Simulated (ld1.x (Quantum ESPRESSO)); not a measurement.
# Configuration tests for C (Z = 6) (TM)

```
Element                 : carbon (C)
Generator               : ld1.x (Quantum ESPRESSO) 7.5
Type                    : norm-conserving Troullier–Martins (Kleinman–Bylander form)
Functional              : BLYP
Relativity              : non-relativistic
Frozen core             : none
Valence charge          : 6
Reference configuration : 1s2 2s2 2p2
Partial waves           : 2p (bound): rc 3.05 bohr; 3d channel at 0.05 Ry: rc 3.25 bohr; 1s (bound): rc 0.30 bohr
Local potential         : the s channel
Core correction         : none
```

Occupied shells without a wave of their own: 2s. They enter only through the test configuration that unscreens the potential.

Energies are relative to the spin-unpolarised reference configuration 1s2 2s2 2p2; without spin polarisation the order of configurations can differ from experiment. Not all tests gave a result: 2 of 7 tests not solved or not reliable. Left out of the table: 1s2 2s1 2p2 (solver errors, printed error -58.1 eV); 1s1 2s2 2p2 (solver errors, printed error -28.7 eV).

```tsv
valence configuration	charge	ΔE all-electron (eV)	error AE − PS (meV)
1s2 2s2 2p1	+1	10.833	+306
1s2 2s2 2p0	+2	35.012	+1217
1s2 2s1 2p3	0	8.374	+53
1s2 2s0 2p0	+4	147.252	+3865
```

What are ΔE and the potential's error for 1s2 2s1 2p0?

ΔE = 83.145 eV all-electron; the error (AE − PS) is +2416 meV.

The 2s level has no wave, so the channel is fitted at the deeper level alone: the likely source of the large errors.

A Bessel basis up to 400 Ry misses an occupied level by 0.35 Ry, so cutoffs and ghosts were not judged.
